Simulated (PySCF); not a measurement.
2,5-dimethylanisole, C₉H₁₂O.
SMILES with atom numbers: `[CH3:1][O:2][c:3]1[cH:4][c:5]([CH3:6])[cH:7][cH:8][c:9]1[CH3:10]`

NICS is the negative of the GIAO shielding at a point without a nucleus: at the ring centre (0) and 1 Å above and below it (1); zz is the component along the ring normal. Level: GIAO PBE0/pcSseg-1 (PySCF, non-relativistic, gas phase) on the PBE0-D3(BJ)/def2-SVP geometry, one conformer.

Ring bond lengths (Å), with Mayer bond orders in brackets: C3–C4 1.395 (1.39), C4–C5 1.402 (1.38), C5–C7 1.394 (1.44), C7–C8 1.396 (1.42), C8–C9 1.391 (1.48), C9–C3 1.410 (1.31).

**Question.** What do the NICS probes read (ppm)?

**Answer.** 
```csv
ring,type,NICS(0),"NICS(1), two faces","NICS(1)zz, two faces",rms pucker (Å),"centre to ring atoms, mean (Å)"
C3–C4–C5–C7–C8–C9,6-membered carbocycle; formal bonds all aromatic,-9.4,-11.0 / -10.9,-25.9 / -25.6,0.00,1.40
```

**Question.** What can be read from them?

**Answer.** 
- C3–C4–C5–C7–C8–C9: mean NICS(1)zz -25.8 ppm, shielded, aromatic by this magnetic criterion (flat ring, no four-coordinate atom).

**Question.** What does the geometric index give? HOMA takes Krygowski's 1993 parameters.

**Answer.** 
- C3–C4–C5–C7–C8–C9: HOMA 0.96 = 1 − EN − GEO, with mean bond length 1.398 Å, EN = α(Ropt − mean)² = 0.026 and GEO = α × variance = 0.010. The geometric and the magnetic index point the same way.

**Question.** What field does 7.05 T along the ring normal induce along that normal at the first NICS(1) probe listed for ring C3–C4–C5–C7–C8–C9, 1 Å off the ring?

**Answer.** NICSzz × B0 = -25.9 ppm × 7.05 T = -183 μT, against the applied field.

**Question.** How do the values depend on the level or the medium?

**Answer.** 
```csv
level,"NICS(0), C3–C4–C5–C7–C8–C9","mean NICS(1)zz, C3–C4–C5–C7–C8–C9"
"PBE0/pcSseg-1, gas",-9.4,-25.8
"wB97X-D/pcSseg-1, gas",-9.3,-26.0
"PBE0/pcSseg-1, IEF-PCM acetonitrile",-9.1,-25.8
"PBE0/pcSseg-1, IEF-PCM benzene",-9.3,-25.8
```

The geometry is the same throughout; the continuum's cavity takes Bondi-type radii × 1.2.

Shape of the structure used: `[CH3:1][O:2][c:3]1[cH:4][c:5]([CH3:6])[cH:7][cH:8][c:9]1[CH3:10]`: C1–O2–C3–C4 -1°.
